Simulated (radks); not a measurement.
Bi II, 82 electrons, occupied as [Hg] 6p2. Method: scalar-relativistic Kohn-Sham, PBEsol, spin-polarised, spherical densities, finite nucleus; open shells are filled with parallel spins first (spin-orbit coupling, left out, can overturn this in heavy ions); Fermi nuclear charge, rms radius 5.5211 fm; computed with a radial shooting solver on a logarithmic mesh with Libxc functionals.

Normalised radial functions P(r) = r R(r), r in bohr:

| r | 5p up | 6s down |
|---|---|---|
| 0.0007114 | 0.0018 | 0.0292 |
| 0.001159 | 0.0040 | 0.0412 |
| 0.001888 | 0.0088 | 0.0564 |
| 0.003076 | 0.0194 | 0.0734 |
| 0.00505 | 0.0424 | 0.0871 |
| 0.008228 | 0.0879 | 0.0850 |
| 0.0134 | 0.1682 | 0.0486 |
| 0.02183 | 0.2757 | -0.0345 |
| 0.03557 | 0.3287 | -0.1253 |
| 0.05794 | 0.1398 | -0.0944 |
| 0.09439 | -0.3183 | 0.1175 |
| 0.1538 | -0.3663 | 0.1473 |
| 0.2505 | 0.4568 | -0.2208 |
| 0.4081 | 0.4025 | -0.0594 |
| 0.6648 | -0.9420 | 0.4170 |
| 1.083 | -1.0369 | -0.1862 |
| 1.764 | -0.2792 | -0.8052 |
| 2.874 | -0.0184 | -0.4911 |
| 4.682 | -0.0002 | -0.0913 |
| 7.627 | 0.0000 | -0.0035 |
| 12.43 | 0.0000 | 0.0000 |

5p up: eigenvalue -103.94 eV, 3 radial nodes at r = 0.0683, 0.197, 0.476 bohr, <r> = 0.948 bohr, 90 % of the charge inside 1.37 bohr. 6s down: eigenvalue -21.404 eV, 5 radial nodes at r = 0.0183, 0.0740, 0.190, 0.428, 0.983 bohr, <r> = 2.11 bohr, 90 % of the charge inside 3.06 bohr.
